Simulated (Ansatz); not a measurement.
`[NH2][In]([F])[F]`. Charge 0, multiplicity 1. Correlated methods include outer-core shells of In, which these sets cover unevenly. In: def2 effective core potential.

Z-matrix (Å, degrees):
```
N
In 1 1.998
H 1 1.011 2 114.2
H 1 1.011 2 114.2 3 -126.6
F 2 1.935 1 124.1 3 -30.6
F 2 1.935 1 124.1 3 157.2
```

(1) Give the diagnostics of a CCSD(T)/def2-TZVPP run (frozen core, Ansatz 0.2.0). (Estimate.)

## Answers

(1) Computed: T1 = 0.0165, largest single amplitude 0.041, largest double 0.030, (T) share of the correlation energy 3.1 %, 12 CCSD cycles. The RHF solution is stable towards an unrestricted one. T1 lies under the customary mark of 0.02 for closed shells.
